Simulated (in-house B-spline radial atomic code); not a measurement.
Configurations of Rh5+, with energies counted from [Kr] 4d4. Level of theory: scalar-relativistic (X2C) r2SCAN0, spin-polarised, spherical fractional occupations, exact exchange averaged over the configuration, Fermi nucleus of rms radius 4.4945 fm; calculated with a radial B-spline atomic code at the basis-set limit. Shells without spins written out take the highest spin.

Occupations are held fixed; configurations that lie above the ionisation limit could autoionise.

```json
{"configuration": "[Kr] 4d3 5f1", "E - E(ref) (eV)": "57.533", "highest orbital": "5f up", "its <r> (bohr)": "4.153"}
{"configuration": "[Ar] 3d10 4s2 4p5 4d4 4f1", "E - E(ref) (eV)": "88.926", "highest orbital": "4f up", "its <r> (bohr)": "1.988"}
{"configuration": "[Ar] 3d9 4s2 4p6 4d4 5s1", "E - E(ref) (eV)": "336.42", "highest orbital": "5s up", "its <r> (bohr)": "2.092"}
{"configuration": "[Ar] 3d9 4s2 4p6 4d4 5p1", "E - E(ref) (eV)": "346.35", "highest orbital": "5p up", "its <r> (bohr)": "2.339"}
```

(1) Order these further configurations by energy, lowest first.
A. [Ar] 3d10 4s2 4p5 4d5
B. [Kr] 4d3 4f1
C. [Ar] 3d10 4s2 4p5 4d4 5s1
D. [Kr] 4d3 5s1
E. [Ar] 3d10 4s2 4p5 4d4 5f1

## Answers

(1) D (21.275 eV), A (43.898 eV), B (43.965 eV), C (66.628 eV), E (103.15 eV).
